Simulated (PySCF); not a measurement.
H11Si5, doublet, geometry from GFN2-xTB; DF-R2SCAN/6-31G** in PySCF.

PySCF was given this input:
```python
from pyscf import gto, scf, dft

mol = gto.M(
    atom='''
Si   -1.19166465   -0.23095990    2.02301811
Si   -0.03341758    0.02370505    0.04868929
Si    0.10752306    2.22717252   -0.77039877
Si   -1.09043303   -1.30241502   -1.56482171
Si    2.13746219   -0.77990483    0.39623217
H    -0.68120631    0.33305210    3.27804815
H    -2.63667065    0.01651455    2.09003842
H     0.75681312    3.09697006    0.21425254
H     0.84425224    2.39088959   -2.02667657
H    -1.23314727    2.77484851   -0.99471470
H    -0.41994199   -1.23485213   -2.86501026
H    -1.13154314   -2.71698256   -1.19395667
H    -2.47539023   -0.88800956   -1.79304612
H     2.84027140   -0.02754564    1.43639541
H     2.16053616   -2.18408267    0.80609118
H     2.96344697   -0.68717164   -0.80948875
''',
    basis='6-31g**',
    spin=1,
    verbose=4,
)

mf = dft.UKS(mol)
mf.xc = 'r2scan'
mf = mf.density_fit(auxbasis='def2-universal-jkfit')
mf.kernel()
```

What the program printed (banner, timings and long lists left out):

```
PySCF version 2.14.0

[INPUT] verbose = 4
[INPUT] num. atoms = 16
[INPUT] num. electrons = 81
[INPUT] charge = 0
[INPUT] spin (= nelec alpha-beta = 2S) = 1
[INPUT] symmetry False subgroup None
[INPUT] Mole.unit = angstrom
[INPUT] Symbol           X                Y                Z      unit          X                Y                Z       unit  Magmom
[INPUT]  1 Si    -1.191664650000  -0.230959900000   2.023018110000 AA   -2.251919820826  -0.436450956757   3.822950172935 Bohr   0.0
[INPUT]  2 Si    -0.033417580000   0.023705050000   0.048689290000 AA   -0.063150073946   0.044796052269   0.092009423300 Bohr   0.0
[INPUT]  3 Si     0.107523060000   2.227172520000  -0.770398770000 AA    0.203189135475   4.208746094957  -1.455842682002 Bohr   0.0
[INPUT]  4 Si    -1.090433030000  -1.302415020000  -1.564821710000 AA   -2.060619783880  -2.461207688320  -2.957084465674 Bohr   0.0
[INPUT]  5 Si     2.137462190000  -0.779904830000   0.396232170000 AA    4.039218140713  -1.473806531925   0.748770283042 Bohr   0.0
[INPUT]  6 H     -0.681206310000   0.333052100000   3.278048150000 AA   -1.287293360226   0.629377254211   6.194613226637 Bohr   0.0
[INPUT]  7 H     -2.636670650000   0.016514550000   2.090038420000 AA   -4.982585409179   0.031207976570   3.949600203619 Bohr   0.0
[INPUT]  8 H      0.756813120000   3.096970060000   0.214252540000 AA    1.430169524278   5.852425229378   0.404878622092 Bohr   0.0
[INPUT]  9 H      0.844252240000   2.390889590000  -2.026676570000 AA    1.595405513651   4.518126519174  -3.829863660373 Bohr   0.0
[INPUT] 10 H     -1.233147270000   2.774848510000  -0.994714700000 AA   -2.330310611555   5.243703721057  -1.879738355079 Bohr   0.0
[INPUT] 11 H     -0.419941990000  -1.234852130000  -2.865010260000 AA   -0.793575349305  -2.333532330036  -5.414084735469 Bohr   0.0
[INPUT] 12 H     -1.131543140000  -2.716982560000  -1.193956670000 AA   -2.138306632730  -5.134352923620  -2.256251110898 Bohr   0.0
[INPUT] 13 H     -2.475390230000  -0.888009560000  -1.793046120000 AA   -4.677809586124  -1.678094864396  -3.388366095514 Bohr   0.0
[INPUT] 14 H      2.840271400000  -0.027545640000   1.436395410000 AA    5.367335065435  -0.052053715526   2.714393931482 Bohr   0.0
[INPUT] 15 H      2.160536160000  -2.184082670000   0.806091180000 AA    4.082821624619  -4.127318079709   1.523291561627 Bohr   0.0
[INPUT] 16 H      2.963446970000  -0.687171640000  -0.809488750000 AA    5.600103157972  -1.298566200168  -1.529712038417 Bohr   0.0

nuclear repulsion = 483.977252677497
number of shells = 73
number of NR pGTOs = 332
number of NR cGTOs = 145
basis = 6-31g**
ecp = {}

******** <class 'pyscf.df.df_jk.DFUKS'> ********
method = DFUKS
initial guess = minao
damping factor = 0
level_shift factor = 0
DIIS = <class 'pyscf.scf.diis.CDIIS'>
diis_start_cycle = 1
diis_space = 8
diis_damp = 0
SCF conv_tol = 1e-09
SCF conv_tol_grad = None
SCF max_cycles = 50
direct_scf = False
number electrons alpha = 41  beta = 40
XC library pyscf.dft.libxc version 7.1.2
    S. Lehtola, C. Steigemann, M. J. T. Oliveira, and M. A. L. Marques,  SoftwareX 7, 1–5 (2018)
XC functionals = r2scan
    J. W. Furness, A. D. Kaplan, J. Ning, J. P. Perdew, and J. Sun,  J. Phys. Chem. Lett. 11, 8208–8215 (2020)
    J. W. Furness, A. D. Kaplan, J. Ning, J. P. Perdew, and J. Sun,  J. Phys. Chem. Lett. 11, 9248–9248 (2020)
    J. W. Furness, A. D. Kaplan, J. Ning, J. P. Perdew, and J. Sun,  J. Phys. Chem. Lett. 11, 8208–8215 (2020)
    J. W. Furness, A. D. Kaplan, J. Ning, J. P. Perdew, and J. Sun,  J. Phys. Chem. Lett. 11, 9248–9248 (2020)
radial grids:
    Treutler-Ahlrichs [JCP 102, 346 (1995); DOI:10.1063/1.469408] (M4) radial grids

becke partition: Becke, JCP 88, 2547 (1988); DOI:10.1063/1.454033
pruning grids: <function nwchem_prune>
grids dens level: 3
symmetrized grids: False
atomic radii adjust function: <function treutler_atomic_radii_adjust>
small_rho_cutoff = 0
Set gradient conv threshold to 3.16228e-05
tot grids = 203792
init E= -1453.51474960217

cycle= 1 E= -1453.79000903596  delta_E= -0.275  |g|= 0.122  |ddm|= 2.43
cycle= 2 E= -1453.79841851767  delta_E= -0.00841  |g|= 0.0674  |ddm|= 0.359
cycle= 3 E= -1453.80113205765  delta_E= -0.00271  |g|= 0.0401  |ddm|= 0.198
cycle= 4 E= -1453.80255481901  delta_E= -0.00142  |g|= 0.00586  |ddm|= 0.0795
cycle= 5 E= -1453.80258619287  delta_E= -3.14e-05  |g|= 0.00179  |ddm|= 0.0167
cycle= 6 E= -1453.80258953855  delta_E= -3.35e-06  |g|= 0.00089  |ddm|= 0.00558
cycle= 7 E= -1453.80259027014  delta_E= -7.32e-07  |g|= 0.00041  |ddm|= 0.0027
cycle= 8 E= -1453.80259045811  delta_E= -1.88e-07  |g|= 9.27e-05  |ddm|= 0.00105
cycle= 9 E= -1453.80259046981  delta_E= -1.17e-08  |g|= 2.01e-05  |ddm|= 0.000275
cycle= 10 E= -1453.80259047031  delta_E= -4.94e-10  |g|= 7.1e-06  |ddm|= 6.54e-05
Extra cycle  E= -1453.80259047035  delta_E= -4.23e-11  |g|= 5.1e-06  |ddm|= 3.51e-05
converged SCF energy = -1453.80259047035  <S^2> = 0.75626348  2S+1 = 2.0062537
```
